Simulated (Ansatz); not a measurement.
Cartesian coordinates in Å:
```
N 0.208 -1.325 -0.012
C -0.782 -0.614 -0.947
Al -0.284 0.537 0.519
N 0.911 1.834 0.377
Cl -1.349 0.373 2.346
H -0.193 -2.122 0.463
H 1.068 -1.604 -0.464
H -0.349 -0.513 -1.940
H -1.719 -1.163 -1.007
H 1.233 2.229 -0.491
H 1.256 2.370 1.155
```

Charge 0, multiplicity 1. The bonds changed during the relaxation, so this is another structure than the one it started from.

**Question.** List the B3LYP/def2-TZVPP orbital energies in eV (the Gaussian-basis code of Ansatz). (Estimate.)

**Answer.** The calculation gave: Occupied: -2761.29, -1523.93, -390.62, -388.26, -276.99, -256.06, -195.04, -194.96, -194.96, -111.88, -72.55, -72.50, -72.44, -25.05, -22.11, -21.18, -18.08, -14.73, -13.54, -12.66, -11.39, -10.77, -9.91, -9.40, -8.37, -8.17, -7.03, -6.49. Lowest empty: 0.01, 0.59, 1.31, 1.34, 1.65, 2.52, 2.84, 3.14.

B3LYP here is the variant with VWN-RPA as its local correlation; programs differ in this.
